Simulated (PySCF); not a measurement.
# Adding and removing an electron: HI

RHF-SCS-MP2; basis H def2-SVPD, I def2-SVPD with ECP28; scalar-relativistic core potentials; PySCF 2.14. Neutral (RHF): singlet (closed shell), Re = 1.610 Å, ωe = 2377 cm⁻¹, De = 3.20 eV.

HI⁺ (UHF): doublet (π ↑), Re = 1.628 Å, ωe = 2288 cm⁻¹, De = 3.00 eV to H + I⁺. The energies at the minima are -297.36462 hartree for HI and -296.98449 for HI⁺.

Question: Work out the adiabatic ionisation energy, without and with harmonic zero-point energies (1 hartree = 27.2114 eV, 1 eV = 8065.5 cm⁻¹), and the change of the bond length.

Answer: At SCS-MP2: 0.38013 hartree = 10.344 eV between the minima; the zero-point term (2288.0 − 2377.0)/2 cm⁻¹ = -0.006 eV makes it 10.338 eV. Re changes by +1.8 pm against the neutral. The electron leaves a π orbital, which is non-bonding in a hydride.

Correlated steps freeze 4 core orbitals. Correlated levels converge slowly with the basis: in double zeta they bind strong bonds too weakly, by up to about 1 eV, and carry superposition errors of some tenths. These are scalar-relativistic numbers at best; spin–orbit coupling would shift them, the dissociation energy most. For an ion De counts to the pair picked by the measured ionisation energies or electron affinities, which need not be the lowest pair at this level. Where the molecule has an RHF reference, its open-shell atoms are computed with UHF. States were picked by a PBE0 search and need not be the measured ground states.

Neutral and ion stand on different kinds of reference determinant, which adds to the error of the difference.
